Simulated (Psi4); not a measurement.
C4H9LiO (SMILES [Li][O]C(C)(C)C), singlet, at a GFN2-xTB geometry (such geometries of metal compounds can be far from the true shape), with bond 13-6 at 2.2 times its length; HF/STO-3G in Psi4.

Input for Psi4:
```
memory 2 GB

molecule mol {
0 1
Li    0.952825    1.839100    1.901016
O     0.432552    0.834893    0.863001
C    -0.035026   -0.067605   -0.069881
C     1.009963   -1.173501   -0.300873
C    -1.341387   -0.709986    0.429250
C    -0.307909    0.649476   -1.403933
H     0.658894   -1.895049   -1.033882
H     1.208243   -1.683966    0.639096
H     1.936718   -0.725713   -0.653071
H    -1.155500   -1.218008    1.373067
H    -1.725533   -1.425014   -0.293488
H    -2.084437    0.066966    0.595546
H     1.715670    1.655746   -2.191560
H    -1.045512    1.433593   -1.247299
H    -0.677517   -0.046428   -2.152459
}

set {
  basis sto-3g
  reference rhf
  stability_analysis check
  scf_type pk
}

energy('scf')
print_variables()
```

### Question
Predict the main parts of the log of this Psi4 run.

### Answer

```
   => Loading Basis Set <=

    Name: STO-3G
    Role: ORBITAL
    Keyword: BASIS

         ---------------------------------------------------------
                                   SCF
               by Justin Turney, Rob Parrish, Andy Simmonett
                          and Daniel G. A. Smith
                              RHF Reference
         ---------------------------------------------------------

  ==> Geometry <==

    Molecular point group: c1
    Full point group: C1

    Geometry (in Angstrom), charge = 0, multiplicity = 1:

       Center              X                  Y                   Z               Mass
    ------------   -----------------  -----------------  -----------------  -----------------
         LI           0.898714687376     1.754562485906     1.826179290237     7.016003436600
         O            0.378441687376     0.750355485906     0.788164290237    15.994914619570
         C           -0.089136312624    -0.152142514094    -0.144717709763    12.000000000000
         C            0.955852687376    -1.258038514094    -0.375709709763    12.000000000000
         C           -1.395497312624    -0.794523514094     0.354413290237    12.000000000000
         C           -0.362019312624     0.564938485906    -1.478769709763    12.000000000000
         H            0.604783687376    -1.979586514094    -1.108718709763     1.007825032230
         H            1.154132687376    -1.768503514094     0.564259290237     1.007825032230
         H            1.882607687376    -0.810250514094    -0.727907709763     1.007825032230
         H           -1.209610312624    -1.302545514094     1.298230290237     1.007825032230
         H           -1.779643312624    -1.509551514094    -0.368324709763     1.007825032230
         H           -2.138547312624    -0.017571514094     0.520709290237     1.007825032230
         H            1.661559687376     1.571208485906    -2.266396709763     1.007825032230
         H           -1.099622312624     1.349055485906    -1.322135709763     1.007825032230
         H           -0.731627312624    -0.130965514094    -2.227295709763     1.007825032230

  Running in c1 symmetry.

  Rotational constants: A =      0.14572  B =      0.10637  C =      0.10213 [cm^-1]
  Rotational constants: A =   4368.63913  B =   3188.97722  C =   3061.63899 [MHz]
  Nuclear repulsion =  208.906162262533286

  Charge       = 0
  Multiplicity = 1
  Electrons    = 44
  Nalpha       = 22
  Nbeta        = 22

  ==> Algorithm <==

  SCF Algorithm Type is PK.
  DIIS enabled.
  MOM disabled.
  Fractional occupation disabled.
  Guess Type is SAD.
  Energy threshold   = 1.00e-06
  Density threshold  = 1.00e-06
  Integral threshold = 1.00e-12

  ==> Primary Basis <==

  Basis Set: STO-3G
    Blend: STO-3G
    Number of shells: 27
    Number of basis functions: 39
    Number of Cartesian functions: 39
    Spherical Harmonics?: true
    Max angular momentum: 1

  ==> Integral Setup <==

  Using in-core PK algorithm.
   Calculation information:
      Number of atoms:                  15
      Number of AO shells:              27
      Number of primitives:             81
      Number of atomic orbitals:        39
      Number of basis functions:        39

      Integral cutoff                 1.00e-12
      Number of threads:                 1

  Performing in-core PK
  Using 609180 doubles for integral storage.
  We computed 68063 shell quartets total.
  Whereas there are 71631 unique shell quartets.

  ==> DiskJK: Disk-Based J/K Matrices <==

    J tasked:                  Yes
    K tasked:                  Yes
    wK tasked:                  No
    Schwarz Cutoff:          1E-12

  Minimum eigenvalue in the overlap matrix is 2.0516323652E-01.
  Reciprocal condition number of the overlap matrix is 7.7567448497E-02.
    Using symmetric orthogonalization.

  ==> Pre-Iterations <==

  SCF Guess: Superposition of Atomic Densities via on-the-fly atomic UHF (no occupation information).

   -------------------------
    Irrep   Nso     Nmo
   -------------------------
     A         39      39
   -------------------------
    Total      39      39
   -------------------------

  ==> Iterations <==

                        Total Energy        Delta E     RMS |[F,P]|

   @RHF iter SAD:  -231.28413369228903   -2.31284e+02   0.00000e+00
   @RHF iter   1:  -235.64010757099004   -4.35597e+00   1.06206e-02 DIIS/ADIIS
   @RHF iter   2:  -235.71105525763704   -7.09477e-02   8.51675e-03 DIIS/ADIIS
   @RHF iter   3:  -235.78272187961795   -7.16666e-02   8.32284e-04 DIIS/ADIIS
   @RHF iter   4:  -235.78361909897342   -8.97219e-04   2.52975e-04 DIIS/ADIIS
   @RHF iter   5:  -235.78370809547124   -8.89965e-05   1.09589e-04 DIIS/ADIIS
   @RHF iter   6:  -235.78372490212300   -1.68067e-05   2.55769e-05 DIIS
   @RHF iter   7:  -235.78372635812858   -1.45601e-06   5.92517e-06 DIIS
   @RHF iter   8:  -235.78372645671203   -9.85835e-08   1.15782e-06 DIIS
   @RHF iter   9:  -235.78372646062726   -3.91523e-09   3.63327e-07 DIIS
  Energy and wave function converged.

	Presorting SO-basis two-electron integrals.
	Sorting File: SO Ints (nn|nn) nbuckets = 1
	Constructing frozen core operators
	Starting first half-transformation.
	Sorting half-transformed integrals.
	First half integral transformation complete.
	Starting second half-transformation.
	Two-electron integral transformation complete.
	Starting first half-transformation.
	Sorting half-transformed integrals.
	First half integral transformation complete.
	Starting second half-transformation.
	Two-electron integral transformation complete.
    Lowest singlet (RHF->RHF) stability eigenvalues:
       A 0.187136         A 0.190355         A 0.196434         A 0.202147
       A 0.205136

    Lowest triplet (RHF->UHF) stability eigenvalues:
       A -0.357708        A 0.102033         A 0.146839         A 0.147330
       A 0.156729

  ==> Post-Iterations <==

    Orbital Energies [Eh]
    ---------------------

    Doubly Occupied:

[...]
      22A     -0.209221

    Virtual:

[...]
    Final Occupation by Irrep:
              A
    DOCC [    22 ]
    NA   [    22 ]
    NB   [    22 ]

  @RHF Final Energy:  -235.78372646062726

   => Energetics <=

    Nuclear Repulsion Energy =            208.9061622625332859
    One-Electron Energy =                -737.1571489930810230
    Two-Electron Energy =                 292.4672602699204731
    Total Energy =                       -235.7837264606272925

Computation Completed

Properties will be evaluated at   0.000000,   0.000000,   0.000000 [a0]

Properties computed using the SCF density matrix

 Multipole Moments:

 ------------------------------------------------------------------------------------
     Multipole            Electronic (a.u.)      Nuclear  (a.u.)        Total (a.u.)
 ------------------------------------------------------------------------------------

 L = 1.  Multiply by 2.5417464519 to convert [e a0] to [Debye]
 Dipole X            :          2.2806121           -2.4133518           -0.1327396
 Dipole Y            :          6.3006033           -5.9918975            0.3087057
 Dipole Z            :          7.8433827           -7.0343755            0.8090071
 Magnitude           :                                                    0.8760203

 ------------------------------------------------------------------------------------

  Variable Map:
  ----------------------------------------------------------------------------
[...]
  Array Variable Map:
  ----------------------------------------------------------------------------
[...]
[...]
```
